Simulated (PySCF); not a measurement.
Bi(F)(Me)2 (C₂H₆BiF), SMILES [CH3][Bi]([CH3])[F].

Geometry optimised at PBE-D3(BJ)/def2-SVP. The def2 effective core potentials stand for the cores of Bi; spin–orbit coupling is left out.

These are PySCF 2.14.0 with TDA-LC-ωPBE/def2-SVPD values and carry that method's errors.

Vertical excitations. Gas-phase values at a fixed geometry. State labels are in the subgroup Cs.

Computed excitation energies, oscillator strengths and character:
```csv
state,symmetry,energy (eV),λ (nm),f,main pairs
S1,A',4.89,254,0.028,HOMO→LUMO 96 %
S2,A",5.81,213,0.000,HOMO−1→LUMO 95 %
S3,A",6.49,191,0.217,HOMO→LUMO+1 86 %
S4,A',6.79,183,0.165,"HOMO→LUMO+2 80 %, HOMO−1→LUMO+1 13 %"
S5,A',7.66,162,0.077,"HOMO−2→LUMO 37 %, HOMO−1→LUMO+1 33 %, HOMO→LUMO+3 11 %, HOMO→LUMO+2 7 %"
S6,A',7.83,158,0.457,"HOMO→LUMO+3 60 %, HOMO−1→LUMO+1 28 %"
S7,A",7.88,157,0.006,HOMO−3→LUMO 83 %
S8,A',7.95,156,0.106,"HOMO−2→LUMO 41 %, HOMO→LUMO+3 21 %, HOMO−1→LUMO+1 17 %, HOMO−4→LUMO 7 %"
S9,A",8.21,151,0.697,"HOMO−1→LUMO+2 60 %, HOMO−1→LUMO+3 20 %"
S10,A",8.45,147,0.017,"HOMO−1→LUMO+3 58 %, HOMO−1→LUMO+2 20 %"
T1,A',4.06,305,0,HOMO→LUMO 95 %
T2,A",5.02,247,0,HOMO→LUMO+1 80 %
T3,A",5.44,228,0,HOMO−1→LUMO 93 %
T4,A',5.53,224,0,"HOMO→LUMO+2 43 %, HOMO−1→LUMO+1 28 %, HOMO→LUMO+3 7 %"
```
Triplets are in the Tamm–Dancoff approximation.
